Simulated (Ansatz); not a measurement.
Cartesian coordinates (Å):
```xyz
5

N     -0.8800     0.0927    -0.1771
In     1.0248     0.7255     0.3837
F      2.4246    -0.3646    -0.4776
H     -1.5958     0.4579     0.4440
H     -0.9231    -0.9226    -0.1134
```
Charge 0, spin multiplicity 2.

These are frozen-core CCSD(T)/def2-TZVPP // PBE0-D3(BJ)/def2-TZVP (Ansatz, a first-principles code) values and carry that method's errors.

```yaml
HF energy: -344.35408 Ha
MP2 correlation energy: -0.73587 Ha
```

### Question
Estimate the CCSD correlation energy, the (T) correction, the total energy and the T1 diagnostic.

### Answer

The CCSD correlation energy is -0.73667 Ha and the (T) correction is -0.02474 Ha. The CCSD(T) total energy is -345.11550 Ha and the T1 diagnostic is 0.020.
